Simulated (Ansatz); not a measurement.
# Relative stability

Two relaxed structures of Li2AlNH2, closed shell (PBE0-D4/def2-TZVP; forces vanish, vibrations not checked).

A:

Li1  (-2.475, -1.735, -0.654)
Al2  (-0.057, -0.722, 0.089)
Li3  (2.190, -1.880, 1.105)
N4  (0.084, 1.064, -0.133)
H5  (0.901, 1.611, 0.087)
H6  (-0.643, 1.662, -0.494)
(Å)

B:

Li1  (-0.292, -1.510, 0.248)
Al2  (1.159, 0.825, 0.237)
Li3  (2.406, -1.362, 1.198)
N4  (-0.408, 0.310, -0.220)
H5  (1.073, -2.338, 0.941)
H6  (-1.261, 0.674, -0.619)
(Å)

Computed with Ansatz 0.2.0 (basis: def2-TZVPP); correlated methods freeze the cores. The outer core shell of Li, Na, Mg and K is correlated. B3LYP uses VWN-RPA correlation.

(1) Which structure is lower at CCSD(T), and by how much? (To be estimated.)

No T1 diagnostic of these runs exceeds 0.018. The restricted Hartree–Fock reference is unstable towards an unrestricted one at one or more of these structures.

## Answers

(1) By the calculation: B, by 26.33 kcal/mol (electronic energy, against the other). By their contacts, A is Li₂AlNH₂ ([Li][Al]([Li])[NH2]) and B is Li₂AlNH₂ ([H]1[Li][NH][Al][Li]1).

All methods give the same order:

```json
{"method": "PBE-D4", "E(B) − E(A) (kcal/mol)": "-24.63"}
{"method": "r2SCAN-D4", "E(B) − E(A) (kcal/mol)": "-27.04"}
{"method": "PBE0-D4", "E(B) − E(A) (kcal/mol)": "-23.14"}
{"method": "B3LYP-D4", "E(B) − E(A) (kcal/mol)": "-28.92"}
{"method": "wB97M-V", "E(B) − E(A) (kcal/mol)": "-30.04"}
{"method": "HF", "E(B) − E(A) (kcal/mol)": "-20.62"}
{"method": "MP2", "E(B) − E(A) (kcal/mol)": "-28.94"}
{"method": "CCSD", "E(B) − E(A) (kcal/mol)": "-25.36"}
{"method": "CCSD(T)", "E(B) − E(A) (kcal/mol)": "-26.33"}
```

Labels in which every atom is bracketed show which atoms are joined, not bond orders.

For scale, one of the runs: CCSD(T)/def2-TZVPP, 139 basis functions, launched by `ansatz run in.yaml --threads 2 --pin off --events-out ev --progress --plain --max-ram 4352MiB`. Hardware: 2 CPU threads of an Arm Neoverse V1, shared host. Wall time 11 s; peak host memory 0.77 GiB.
